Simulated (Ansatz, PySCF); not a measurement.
Reaction (SMILES): C/C=C/Cl + 4 [H][H] (H2) → 3 C (CH4) + Cl (HCl)
Each molecule is optimised on its own at B3LYP-D3(BJ)/def2-TZVP (Ansatz, a quantum-chemistry and plane-wave program).
Geometry of the first species:
SMILES: C/C=C/Cl
```xyz
9

C     -2.4001     0.0573    -0.0666
C     -0.9526     0.4339    -0.0613
C      0.0292    -0.4473     0.0387
Cl     1.7132    -0.0083     0.0448
H     -2.8847     0.3888    -0.9890
H     -2.9297     0.5371     0.7609
H     -2.5361    -1.0211     0.0213
H     -0.7075     1.4873    -0.1443
H     -0.1263    -1.5137     0.1251
```
Charge 0, spin multiplicity 1.

Property: energy of full hydrogenation (enthalpy at 298 K, with B3LYP-D3(BJ) rigid-rotor harmonic-oscillator terms from PySCF), in eV. Cores are frozen in the correlated levels unless marked. No spin-orbit coupling. No relativistic terms. CBS(X,Y): correlation extrapolated as X^-3; Hartree-Fock from the larger set.

```tsv
level	program	energy of full hydrogenation (eV)
PBE0/STO-3G	Ansatz	-3.62
RI-MP2/aug-cc-pV(Q+d)Z	Ansatz	-3.13
RI-MP2/cc-pV(T+d)Z	Ansatz	-3.20
SCS-MP2/6-31G*	Ansatz	-2.87
CCSD(T)/6-31G	Ansatz	-2.68
CCSD(T)/6-31G*	Ansatz	-2.65
CCSD(T)/CBS(cc-pV(T+d)Z,cc-pV(Q+d)Z)	Ansatz	-3.21
```
